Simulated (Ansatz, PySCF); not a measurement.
This Ansatz (a quantum-chemistry and plane-wave program) input computes a SVWN5/def2-TZVPD energy:

Ansatz 0.2 input:
```yaml
crystal:
  periodic: [false, false, false]
  atoms:
    - {symbol: Te, position_ang: [0.00000000, 0.00000000, 0.00000000]}
    - {symbol: F, position_ang: [0.00000000, 0.00000000, 2.10670759]}
    - {symbol: F, position_ang: [-0.00000000, -0.00000000, -2.10670759]}
basis:
  gaussian:
    orbitals: def2-TZVPD
hamiltonian:
  xc: {name: SVWN5}
total_charge: -1
magnetization: {spin_polarized: true, initial_magnetization: 1}
output: {forces: true}
```

Write an input for the same energy in PySCF and say what it gives.


```python
from pyscf import gto, scf, dft

mol = gto.M(
    atom='''
    Te    0.00000000    0.00000000    0.00000000
    F     0.00000000    0.00000000    2.10670759
    F    -0.00000000   -0.00000000   -2.10670759
    ''',
    basis='def2-tzvpd',
    ecp='def2-tzvp',
    charge=-1,
    spin=1,
    symmetry='D2h',
    verbose=4,
)

mf = dft.UKS(mol, xc='svwn').density_fit(auxbasis='def2-universal-jkfit')
mf.grids.level = 3
mf.conv_tol = 1e-9
mf.max_cycle = 100
mf.max_memory = 1500
mf.kernel()
if not mf.converged:
    mf = mf.newton()
    mf.kernel(mf.make_rdm1())
mf.analyze()
```
It gives -466.24537 Eh, and Ansatz -466.24533 Eh, a difference of 0.04 mEh, from the treatment of integrals and grids.
